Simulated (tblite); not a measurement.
Species: C6H5ClO2.
Cartesian coordinates in Å at the GFN2-xTB level; atoms count from 1:
```
atom  x, y, z in Å
C1    -2.186    0.282    0.804
C2    -0.895   -0.042    0.147
C3    -0.601   -0.892   -0.893
C4     0.784   -0.803   -1.096
C5     1.250    0.102   -0.161
C6     2.595    0.554    0.062
O7     3.578    0.228   -0.530
Cl8    2.695    1.726    1.389
O9     0.216    0.554    0.587
H10   -2.991   -0.278    0.338
H11   -2.140    0.037    1.864
H12   -2.392    1.349    0.721
H13   -1.296   -1.499   -1.436
H14    1.382   -1.318   -1.819
```

Computed with GFN2-xTB (tblite): harmonic, unscaled wavenumbers at the GFN2-xTB geometry, gas phase. The method is semi-empirical: single wavenumbers can be off by several per cent or more. One conformer, not necessarily the lowest.

Harmonic wavenumbers (cm⁻¹): 50.9, 64.4, 114.5, 134.2, 273.8, 289.8, 344.2, 426.4, 530.6, 549.7, 608.4, 658.2, 675.2, 784.4, 823.7, 852.9, 965.8, 986.8, 1013.9, 1028.3, 1046.0, 1160.3, 1258.5, 1290.6, 1389.2, 1395.2, 1448.4, 1449.5, 1472.7, 1558.7, 1785.8, 3010.3, 3024.4, 3068.4, 3186.3, 3197.0.

A = 2803, B = 955.2, C = 715.5 MHz; mass 143.998 u (most abundant isotopes); point group Cs, symmetry number 1.

What is the zero-point energy?

Half the sum of the wavenumbers: 20959 cm⁻¹ = 250.72 kJ/mol.

What is S at 500 K and 1 bar for an ideal gas of classical rigid rotors and harmonic oscillators?

Translation 181.58, rotation 129.91, vibration 166.33: S = 477.8 J/(mol K).

And Cp and H(500 K) − H(0)?

Cp = 192.17 J/(mol K), of which vibrations give 158.91 (their classical limit is 36 R = 299.3); H(500 K) − H(0) = 58.55 kJ/mol without the zero-point energy, 41.92 from vibrations.

How do the functions run with temperature in this model?

```csv
T (K),S (J/(mol K)),Cp (J/(mol K)),H − H(0) (kJ/mol),G − H(0) (kJ/mol),ln q(vib)
150,320.5,85.0,9.02,-39.06,2.67
250,371.6,118.2,19.16,-73.74,4.78
298.15,393.8,134.4,25.25,-92.17,5.78
400,437.8,166.1,40.59,-134.55,7.89
600,514.8,213.1,78.85,-230.01,11.91
900,609.9,255.0,149.69,-399.26,17.54
```

q(vib) and H(0) count from the zero-point level.

Which modes carry the vibrational entropy at 500 K?

50.9 cm⁻¹: 24.29; 64.4 cm⁻¹: 22.34; 114.5 cm⁻¹: 17.58; 134.2 cm⁻¹: 16.28; 273.8 cm⁻¹: 10.51; 289.8 cm⁻¹: 10.06 J/(mol K); the other 30 give 65.26 together.

What must be added to the electronic energy to get the Gibbs energy at 500 K and 1 bar?

ZPE + [H(500 K) − H(0)] − T·S = 250.72 + 58.55 − 238.91 = 70.36 kJ/mol.

Hindered rotation and anharmonicity are outside this model. Other conformers, if any are populated, would add a mixing term that is left out.
